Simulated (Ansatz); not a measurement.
```yaml
crystal:
  periodic: [false, false, false]
  atoms:
    - {symbol: Eu, position_ang: [0.000883, 0.001068, 0.000008]}
    - {symbol: Cl, position_ang: [2.575781, -0.026085, 0.028697]}
    - {symbol: Cl, position_ang: [-1.268725, 2.241505, -0.006971]}
    - {symbol: Cl, position_ang: [-1.307948, -2.216499, -0.021735]}
basis:
  gaussian: {orbitals: def2-TZVP, fitting: {mean_field: def2-universal-jkfit}}
total_charge: 1
magnetization: {spin_polarized: false, initial_magnetization: 1}
hamiltonian: {xc: {name: LC-wPBE}}
scf: {omitted_lower_state_checks: [starts]}
output: {forces: true}
```

```sh
$ ansatz run in.yaml --threads 4 --pin off --events-out ev --progress --plain --max-ram 8704MiB
```

Output, abridged:

```
Functional definition: LC-wPBE
basis functions trapped inside cores are left out: 1
822 factors; integrals over basis functions are off by at most 7.4e0 eV
822 factors; integrals over basis functions are off by at most 1.1e-4 eV
mean field evaluation 1: about -56855.3431 eV, gradient 9.7e1 eV
mean field evaluation 2: about -56855.3526 eV, gradient 9.7e1 eV
mean field evaluation 4: about -55994.5941 eV, gradient 1.0e3 eV
mean field evaluation 8: about -56875.7701 eV, gradient 8.7e0 eV
mean field evaluation 16: about -56876.9034 eV, gradient 7.4e0 eV
mean field evaluation 32: about -56877.2889 eV, gradient 4.6e-2 eV
mean field -56877.28911691 eV, -2090.2018222354 hartree, gradient 2.2e-9 eV, S^2 0.750000; 0 other end points of the search recorded, 0 dependent functions left out
reference -56877.28911692 eV, -2090.2018222357 hartree; 43, 42 occupied and 160, 161 virtual orbitals, 822 factors
Total energy: -56877.28911692 eV, -2090.2018222357 hartree
Atom 0 at     0.000883     0.001068     0.000008 Å, force     0.081429    -0.144848     0.000454 eV/Å
Atom 1 at     2.575781    -0.026085     0.028697 Å, force    -1.728588     0.092086    -0.019021 eV/Å
Atom 2 at    -1.268725     2.241505    -0.006971 Å, force     0.833548    -1.474628     0.004572 eV/Å
Atom 3 at    -1.307948    -2.216499    -0.021735 Å, force     0.813610     1.527390     0.013995 eV/Å
Dipole moment:     0.035081    -0.057994     0.000198 e Å
Checks for a lower state left out: starts
```

It took 3.7 min on 4 threads of AMD EPYC 7R43 on a shared host, peak host memory 1.1 GiB.

In the def2 sets Eu takes a core potential; there is no spin–orbit coupling. LC-ωPBE has ω = 0.4 bohr⁻¹. With an open 4f shell the SCF may have ended on a state above the lowest.

With spin_polarized false and unpaired electrons the run is restricted open-shell.

The dipole of an ion depends on the origin.
